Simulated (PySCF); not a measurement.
**IRuN: map over both bonds**

All numbers come from B3LYP/[Ru def2-SVP with ECP28, N def2-SVP, I def2-SVP with ECP28], scalar-relativistic core potentials, density fitting, no spin–orbit coupling, PySCF.

Rigid scan from the singlet minimum (Ru–I 2.621 Å, Ru–N 1.556 Å; I–Ru–N 129.5°). Coordinate: rows scale the first bond (Ru–N), columns the second (Ru–I). Energies in kJ/mol from the minimum.

Question: Give the energy map for rows 0.94, 0.97, 1.00, 1.04, 1.09, 1.15 and columns 0.94, 0.97, 1.00, 1.04, 1.09, 1.15.

Answer: 
```csv
scale \ scale,0.94,0.97,1.00,1.04,1.09,1.15
0.94,53.2,40.2,35.3,38.0,50.9,74.5
0.97,24.1,12.0,8.0,11.6,25.5,50.0
1.00,14.2,3.1,-0.1,4.4,19.2,44.6
1.04,23.8,13.9,11.8,17.4,33.4,59.8
1.09,61.7,53.2,52.2,59.2,76.5,104.0
1.15,130.8,123.7,124.0,132.3,150.9,179.6
```

Question: And the size of the dipole moment (D) on the same grid?

Answer: 
| scale \ scale | 0.94 | 0.97 | 1.00 | 1.04 | 1.09 | 1.15 |
| --- | --- | --- | --- | --- | --- | --- |
| 0.94 | 2.79 | 3.03 | 3.29 | 3.65 | 4.12 | 4.68 |
| 0.97 | 2.66 | 2.89 | 3.14 | 3.49 | 3.94 | 4.50 |
| 1.00 | 2.56 | 2.77 | 3.01 | 3.34 | 3.78 | 4.33 |
| 1.04 | 2.47 | 2.66 | 2.86 | 3.18 | 3.60 | 4.12 |
| 1.09 | 2.43 | 2.56 | 2.74 | 3.01 | 3.40 | 3.90 |
| 1.15 | 2.43 | 2.51 | 2.64 | 2.86 | 3.21 | 3.67 |
